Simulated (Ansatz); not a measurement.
Ansatz (a first-principles code) input (CCSD(T)/aug-cc-pVDZ):

Ansatz 0.2 input:
```yaml
crystal:
  periodic: [false, false, false]
  atoms:
    - {symbol: As, position_ang: [-0.00000000, -0.00000000, -1.05205375]}
    - {symbol: As, position_ang: [0.00000000, 0.00000000, 1.05205375]}
basis:
  gaussian:
    orbitals: aug-cc-pVDZ
magnetization: {spin_polarized: false}
correlation: {method: ccsd_t, electrons: outside_noble_gas}
output: {forces: true}
```

End of the output:

```
cycle   4  -6.25368938 eV  change   -7.7e-3 eV  update   5.4e-3
cycle   5  -6.25514694 eV  change   -1.5e-3 eV  update   1.5e-3
cycle   6  -6.25534117 eV  change   -1.9e-4 eV  update   4.9e-4
cycle   7  -6.25565990 eV  change   -3.2e-4 eV  update   1.2e-4
cycle   8  -6.25568325 eV  change   -2.3e-5 eV  update   3.2e-5
cycle   9  -6.25566931 eV  change    1.4e-5 eV  update   8.0e-6
cycle  10  -6.25567218 eV  change   -2.9e-6 eV  update   2.1e-6
cycle  11  -6.25567233 eV  change   -1.5e-7 eV  update   6.3e-7
coupled cluster: 0.11 GiB planned
perturbative correction -0.39339596 eV, -0.0144570350 hartree
the calculation of the forces begins
Total energy: -121596.70115753 eV, -4468.5963463349 hartree
Atom 0 at    -0.000000    -0.000000    -1.052054 Å, force    -0.000000     0.000000    -1.234468 eV/Å
Atom 1 at     0.000000     0.000000     1.052054 Å, force    -0.000000    -0.000000     1.234468 eV/Å
Dipole moment:     0.000000     0.000000    -0.000000 e Å
```
